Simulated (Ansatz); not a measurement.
**One arrangement of a pair**

The pair of Cu⁺ (SMILES [Cu+], atom 1) and HCl (SMILES Cl, atoms 2–3), both closed shells, in one local arrangement (a lower one may exist), relaxed at PBE0-D4/def2-TZVP:

| atom | x (Å) | y (Å) | z (Å) |
| --- | --- | --- | --- |
| Cu1 | 0.0443 | -0.0076 | -1.6281 |
| Cl2 | 0.5582 | -0.0955 | 0.5465 |
| H3 | -0.6025 | 0.1031 | 1.0816 |

Ansatz 0.2.0; basis: def2-TZVPPD, with def2-QZVPPD for the basis limit; cores frozen in the correlated methods. The 3s and 3p shells of Cu and Zn are frozen; filled d shells are correlated. B3LYP uses VWN-RPA correlation. Extrapolation: Hartree–Fock as exp(−7.88 √X), correlation as X^−2.97. Interaction energies count from these two fragments, frozen as in the pair, with the counterpoise correction; negative means bound.

Question: What is the interaction energy by CCSD(T) at an estimated basis limit (MP2 extrapolated from triple and quadruple zeta, plus CCSD(T) − MP2 in triple zeta)? (An estimate is asked for; the value comes from the calculation.)

Answer: The calculation gives: -113.7 kJ/mol. Hartree–Fock alone gives -58.9 kJ/mol at the basis limit. It counts from the two fragments frozen as in the pair.

The same quantity by other methods in triple zeta, and each one's difference from that estimate:
```json
{"method": "PBE-D4", "E_int (kJ/mol)": "-148.2", "difference": "-34.5"}
{"method": "revPBE-D4", "E_int (kJ/mol)": "-133.2", "difference": "-19.6"}
{"method": "BLYP-D4", "E_int (kJ/mol)": "-142.7", "difference": "-29.0"}
{"method": "r2SCAN-D4", "E_int (kJ/mol)": "-146.8", "difference": "-33.1"}
{"method": "B97M-V", "E_int (kJ/mol)": "-140.6", "difference": "-26.9"}
{"method": "PBE0-D4", "E_int (kJ/mol)": "-125.9", "difference": "-12.2"}
{"method": "B3LYP-D4", "E_int (kJ/mol)": "-127.4", "difference": "-13.7"}
{"method": "HSE06-D4", "E_int (kJ/mol)": "-125.6", "difference": "-11.9"}
{"method": "wB97X-V", "E_int (kJ/mol)": "-118.2", "difference": "-4.5"}
{"method": "wB97M-V", "E_int (kJ/mol)": "-117.5", "difference": "-3.8"}
{"method": "B2PLYP", "E_int (kJ/mol)": "-115.4", "difference": "-1.7"}
{"method": "HF", "E_int (kJ/mol)": "-56.8", "difference": "56.9"}
{"method": "MP2", "E_int (kJ/mol)": "-103.0", "difference": "10.7"}
{"method": "CCSD", "E_int (kJ/mol)": "-89.9", "difference": "23.8"}
{"method": "CCSD(T)", "E_int (kJ/mol)": "-96.1", "difference": "17.6"}
```
Differences are method less estimate.

Question: Which atoms make the shortest contact between the fragments?

Answer: Cu1 and Cl2, 2.24 Å apart.

Basis-set superposition shift (counterpoise-corrected less uncorrected): CCSD(T) 5.5; MP2 5.0; HF 1.0; PBE0-D4 1.2; wB97M-V 1.1 kJ/mol.

No T1 diagnostic of these runs exceeds 0.018.

For scale, one of the runs: CCSD(T)/def2-TZVPPD, 135 basis functions, launched by `ansatz run in.yaml --threads 2 --pin off --events-out ev --progress --plain --max-ram 5222MiB`. The run took about 6 s on 2 CPU threads of an Arm Neoverse V1 (shared host).
